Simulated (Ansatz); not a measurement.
`O[SiH](Cl)O[SiH2]Cl` → `O[Si@@H](Cl)[Si@@H](O)Cl`  (isomerisation)

Program: Ansatz. Geometries: PBE0-D4/def2-TZVP. ΔE: electronic, gas phase. CBS: MP2 limit from def2 TZ/QZ plus the TZ coupled-cluster correction, frozen cores. Functionals use def2-TZVPP. Each species was taken in one conformer, which may not be the lowest.

`O[SiH](Cl)O[SiH2]Cl`:

```xyz
10

O     2.095   -0.663   -0.218
Si    1.200    0.351    0.676
Cl    0.584   -0.566    2.405
O    -0.139    0.849   -0.108
Si   -1.572    0.287   -0.635
Cl   -1.339   -1.652   -1.285
H     1.707   -1.491   -0.508
H     2.033    1.513    0.997
H    -2.005    1.104   -1.784
H    -2.564    0.268    0.459
```

`O[Si@@H](Cl)[Si@@H](O)Cl`:

Cartesian coordinates in Å:
```
O -1.485 0.823 -1.320
Si 0.106 0.445 -1.286
Cl 1.295 2.132 -1.280
Si 0.552 -0.673 0.725
O -0.568 -0.007 1.728
Cl 0.234 -2.700 0.515
H -1.882 1.077 -0.483
H 0.401 -0.295 -2.529
H 1.923 -0.541 1.276
H -0.577 -0.259 2.654
```

Is it downhill or uphill in electronic energy at CCSD(T)/CBS, and by how much? (Estimate.)

Computed: Uphill: ΔE = +148.9 kJ/mol.

What do these levels give: PBE-D4, r2SCAN-D4, B2PLYP, PBE, r2SCAN, HF/def2-TZVPP? (An estimate is asked.)

The calculation gave: PBE-D4 118.3, r2SCAN-D4 142.4, B2PLYP 149.3, PBE 117.0, r2SCAN 142.1, HF/def2-TZVPP 172.6 kJ/mol.

Largest T1 diagnostic among the species: 0.011.

From PBE to PBE0 (25 % exact exchange), in def2-TZVPP and without D4, ΔE moves by +12.0 kJ/mol. In def2-TZVPP, CCSD(T) changes the Hartree–Fock value by −22.2 kJ/mol (the triples alone add −3.4 kJ/mol) and MP2 by −16.7 kJ/mol.
